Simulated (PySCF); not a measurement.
B3Cl2H4N.
Bonds: B1–N2, N2–B3, B3–B4, B4–Cl5, B4–Cl6. Hydrogens: H7, H8 on B1; H9 on N2; H10 on B3.

A GFN2-xTB structure was refined with PySCF 2.14.0, PBE0-D3(BJ)/def2-SVP geometry optimisation, gas phase. Its GFN2-xTB values:

```csv
coordinate,GFN2-xTB
B1–N2,1.384 Å
B1–H7,1.180 Å
N2–B3,1.398 Å
N2–H9,0.998 Å
B3–B4,1.719 Å
B3–H10,1.178 Å
B4–Cl5,1.719 Å
B4–Cl6,1.715 Å
B1–N2–B3,127.7°
N2–B3–B4,123.6°
B3–B4–Cl5,121.1°
Cl5–B4–Cl6,117.1°
```

**Question.** How do these coordinates change at the PBE0-D3(BJ)/def2-SVP level?

**Answer.** 
```
coordinate  PBE0-D3(BJ)/def2-SVP (Å or °)  change
    B4–Cl6                          1.755  +0.040
    B4–Cl5                          1.755  +0.036
    B3–H10                          1.213  +0.035
     B1–N2                          1.418  +0.034
     B1–H7                          1.208  +0.028
     N2–B3                          1.423  +0.025
     B3–B4                          1.695  -0.024
     N2–H9                          1.016  +0.018
  B1–N2–B3                          125.4    -2.3
  N2–B3–B4                          121.9    -1.7
Cl5–B4–Cl6                          118.1    +1.0
 B3–B4–Cl5                          121.1     0.0
```

The energy falls by 3.1 kcal/mol over 6 energy and gradient evaluations, the largest force component goes from 0.0222 to 9.8e-05 Eh/bohr, and the atoms move by 0.053 Å rms after alignment. The bond that changes most is B4–Cl6 (ends: three-coordinate boron; chlorine bonded to B), which lengthens by 0.040 Å. Bonds longer at the end by more than 0.005 Å: 8 of 9; shorter: 1. Rotational constants go from 2685, 1529, 1143 to 2549, 1547, 1135 MHz.

The run used 112 basis functions and 36 SCF cycles in all. On Arm Neoverse V2, one thread, shared host with 32 logical CPUs at a one-minute load of 10, this took 21 s wall and 0.52 GiB of memory at its peak.

Not checked by PBE0-D3(BJ)/def2-SVP frequencies. One conformer, not necessarily the lowest.

Shape of the structure used: `[BH2:1][NH:2][BH:3][B:4]([Cl:5])[Cl:6]`: B1–N2–B3–B4 0°, N2–B3–B4–Cl5 -91°.
